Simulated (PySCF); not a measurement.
CH$_{6}$ClNSi, SMILES `CN[SiH2]Cl` (C–N–Si–Cl torsion 69°), neutral singlet in the gas phase. 

Cartesian coordinates (Å):
```xyz
10

C     -1.4030     0.1329     0.0972
N     -0.1872    -0.1806    -0.6270
Si     1.3476    -0.2682     0.0921
Cl     2.1183     1.5502     0.7273
H     -1.3159    -0.2253     1.1258
H     -1.6149     1.2073     0.1383
H     -2.2629    -0.3720    -0.3508
H     -0.2318     0.0452    -1.6085
H      1.2531    -1.0930     1.3168
H      2.2967    -0.7965    -0.9112
```
Charge 0, spin multiplicity 1.

All levels are single points at this geometry (PBE0-D4/def2-TZVP); Pople sets use spherical d functions. Orbital energies aren't observables, and empty levels follow the basis.

PBE0-D4/def2-TZVP in PySCF gives dipole (D) = 2.23.

Q: Estimate the dipole (D) from each of these levels: PBE-D3(BJ)/def2-TZVP in PySCF; M06-2X/6-31G* in PySCF; HF/3-21G in PySCF; HF/6-31G* in PySCF; HF/STO-3G in PySCF.

A: 
| level | dipole (D) |
|---|---|
| PBE-D3(BJ)/def2-TZVP in PySCF | 2.22 |
| M06-2X/6-31G* in PySCF | 2.59 |
| HF/3-21G in PySCF | 3.25 |
| HF/6-31G* in PySCF | 2.60 |
| HF/STO-3G in PySCF | 2.84 |
